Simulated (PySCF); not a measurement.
NMR data sheet: C$_{3}$H$_{6}$BF$_{2}$NO

| Item | Value |
| --- | --- |
| Formula | C3H6BF2NO |
| SMILES | [BH3-][N+]#CCOC(F)F |
| Point group of the computed structure | C1 |
| Carbon signals | 3 |
| Proton signals | 3 |

Numbering as in the mapped SMILES `[BH3-:1][N+:2]#[C:3][CH2:4][O:5][CH:6]([F:7])[F:8]` (H(Xn): hydrogen on atom n).

PySCF calculation with coordinates at the PBE0-D3(BJ)/def2-SVP level, B3LYP/pcJ-1 coupling constants (spin–dipole term only in couplings to heteroatoms) and shielding tensors at PBE0/pcSseg-1 (GIAO); isolated molecule, fast rotation and ring inversion assumed for equivalent nuclei, no relativistic terms, one conformer.

Chemical shifts δ = σref − σ; TMS for ¹H (σ = 31.27 ppm) and ¹³C (σ = 184.41 ppm); ¹⁹F (σ = 177.25 ppm) vs CFCl3; ¹¹B (σ = 100.73 ppm) against BF3·OEt2; NH3 for ¹⁵N (σ = 265.67 ppm); ¹⁷O (σ = 334.56 ppm) vs H2O, all at this level.

| carbon | δC, type | δH (multiplicity, J in Hz) | HMBC from (abs. J ≥ 3 Hz) | span of the C tensor (ppm) |
| --- | --- | --- | --- | --- |
| C3 | 111.5, C | – | H(C4), H(B1) | 280 |
| C4 | 51.8, CH2 | 4.41 (m) | – | 64 |
| C6 | 122.7, CH | 5.70 (t, 82.9) | H(C4) | 29 |

Other nuclei:
| atoms | nucleus | environment | δ (ppm) | σ (ppm) |
| --- | --- | --- | --- | --- |
| H(B1) | ¹H | hydrogen on a boron bonded to N | 2.23 | 29.03 |
| F7/F8 | ¹⁹F | fluorine of a CF2 group | -94.1 | 271.3 |
| B1 | ¹¹B | boron bonded to N, 3 H | -36.9 | 137.6 |
| N2 | ¹⁵N | donor nitrogen of a Lewis adduct | 250.1 | 15.6 |
| O5 | ¹⁷O | ether oxygen | 100.8 | 233.8 |

Selected couplings (Hz, signed; the shortest-range and largest first, 30 at most; isotopes ¹³C, ¹⁹F, ¹H, ¹¹B, ¹⁵N): ¹J(C6,F7) -330.9, ¹J(C6,H(C6)) 219.1, ¹J(C4,H(C4)) 158.7, ¹J(B1,H(B1)) 115.4, ¹J(C3,C4) 82.7, ¹J(N2,C3) -53.1, ¹J(B1,N2) -9.1, ²J(F7,H(C6)) 82.9, ²J(N2,H(B1)) 2.5, ²J(B1,C3) 1.5, ³J(C4,F7) 4.6, ³J(N2,H(C4)) -2.4, ⁴J(F7,H(C4)) -1.5, ⁴J(B1,H(C4)) -1.2, ⁴J(F7,H(C4)) 1.1.

- δC 122.7: sp3 CH bonded to 2 F and O; 3 electronegative neighbours deshield it.
- δC 111.5: nitrilium-type carbon.
- δC 51.8: sp3 CH2 bonded to O, α to a nitrile; pulled downfield by the heteroatom.
- δH 5.70: hydrogen on an sp3 CH bonded to 2 F and O; its carbon carries F and O, which withdraws density.
- δH 4.41: hydrogen on an sp3 CH2 bonded to O, α to a nitrile; its carbon carries O, hence the downfield position.

Hydrogens on boron are broadened and split by ¹¹B (spin 3/2, 80 %) and 10B (spin 3). C–F couplings over four or more bonds (about 3 Hz to the para carbon of a fluoroarene) are left out. Common functionals overestimate the size of one-bond C–F couplings by tens of Hz; these are unscaled. Splittings below 1 Hz are ignored in the labels, and close J values are merged. Couplings among chemically equivalent protons are left out too, so labels in AA′BB′ or AA′XX′ sets are apparent multiplicities. Shifts are as computed. Against solution values, carbons near 30 ppm lie about +2 ppm off and those near 130 ppm about +5 ppm. Of 1211 compounds with measured shifts, 218 miss one by over three times the rms of a fit or turn the order of signals round; such compounds aren't used in these exercises. Unscaled 19F shifts against computed CFCl3 carry errors that often reach 10 to 50 ppm. Experimental scales use liquid or dissolved standards, which lie at an offset from isolated NH3 (liquid NH3: subtract about 20 ppm) and H2O (liquid H2O: subtract about 36 ppm). Unscaled 15N shifts of sp2 nitrogen come out 20 to 40 ppm too high even then.
